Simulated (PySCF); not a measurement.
Compound: C₁₁H₁₂F (charge +1).
Cartesian coordinates in Å at the PBE0-D3(BJ)/def2-SVP level; atoms count from 1:
```
atom  x, y, z in Å
F1     0.9796   -1.0730   -2.3152
C2     1.3687   -0.9803   -1.0647
C3     2.7474   -1.1125   -0.8978
C4     3.5066   -1.0548    0.2655
C5     3.0698   -0.8433    1.5726
C6     1.7592   -0.6467    2.0033
C7     0.5798   -0.6206    1.2584
C8     0.3394   -0.7718   -0.1151
C9    -1.0686   -0.6886   -0.5979
C10   -2.1295   -1.5118    0.1982
C11   -2.8733   -0.2210    0.5886
C12   -1.8434    0.6119   -0.1961
H13    3.2839   -1.2834   -1.8363
H14    4.5833   -1.1905    0.1298
H15    3.8425   -0.8295    2.3464
H16    1.6316   -0.4936    3.0790
H17   -0.3222   -0.4517    1.8545
H18   -1.1042   -0.8820   -1.6741
H19   -1.7242   -2.1030    1.0331
H20   -2.6909   -2.1967   -0.4510
H21   -3.9022   -0.1519    0.2123
H22   -2.9020   -0.0154    1.6686
H23   -2.2374    1.1455   -1.0714
H24   -1.2555    1.3278    0.3975
```

The calculation used TDDFT CAM-B3LYP/def2-SVPD, vertical, gas phase, core orbitals frozen in the response in PySCF 2.14.0, density-fitted response routines.

Transition dipole moments from the ground state, in atomic units and in the frame of the coordinates above (overall signs are arbitrary), for the states with f of 0.002 or more among the lowest 10:

```json
{"state": "S1", "E (eV)": "4.375", "μx": "1.121", "μy": "-0.120", "μz": "0.188"}
{"state": "S2", "E (eV)": "4.554", "μx": "0.117", "μy": "-0.058", "μz": "-0.362"}
{"state": "S4", "E (eV)": "5.110", "μx": "0.027", "μy": "0.126", "μz": "0.005"}
{"state": "S5", "E (eV)": "5.193", "μx": "-0.409", "μy": "0.036", "μz": "-0.290"}
{"state": "S7", "E (eV)": "5.356", "μx": "0.581", "μy": "-0.103", "μz": "-0.303"}
{"state": "S9", "E (eV)": "5.968", "μx": "-1.109", "μy": "-0.041", "μz": "-1.389"}
{"state": "S10", "E (eV)": "6.018", "μx": "1.797", "μy": "-0.266", "μz": "-0.553"}
```

(1) What oscillator strength does each state have?

(2) Which bond between heavy atoms lies closest to the direction of the S10 transition dipole?

(3) What angle do the transition dipoles of S2 and S10 make?

(4) What peak molar absorption coefficient would the strongest computed level give as a lone Gaussian band 0.5 eV wide at half height?

Answers

(1) f = (2/3) ΔE |μ|² with ΔE in hartree (27.2114 eV).

| state | \|μ\|² (au) | \|μ\| (D) | f |
| --- | --- | --- | --- |
| S1 | 1.306 | 2.90 | 0.140 |
| S2 | 0.148 | 0.98 | 0.017 |
| S4 | 0.017 | 0.33 | 0.002 |
| S5 | 0.252 | 1.28 | 0.032 |
| S7 | 0.440 | 1.69 | 0.058 |
| S9 | 3.160 | 4.52 | 0.462 |
| S10 | 3.607 | 4.83 | 0.532 |

(2) C5–C6, at 1° from it; next C2–C3 at 24°.

(3) |cos θ| = |μa·μb| / (|μa| |μb|) = 0.58, so θ ≈ 54° (taken between 0 and 90°, since the signs are arbitrary).

(4) ε(max) = 2.175×10⁸ f / FWHM, with the width in cm⁻¹. S10: 2.175×10⁸ × 0.5318 / 4033 ≈ 29000 L mol⁻¹ cm⁻¹.

Time: 5.5 min wall, 11 min CPU (grids of density and orbitals included); peak memory 2.2 GiB. Hardware: 2 threads of an Intel Xeon at 2.50 GHz, on a shared host.

One conformer stands for the species.
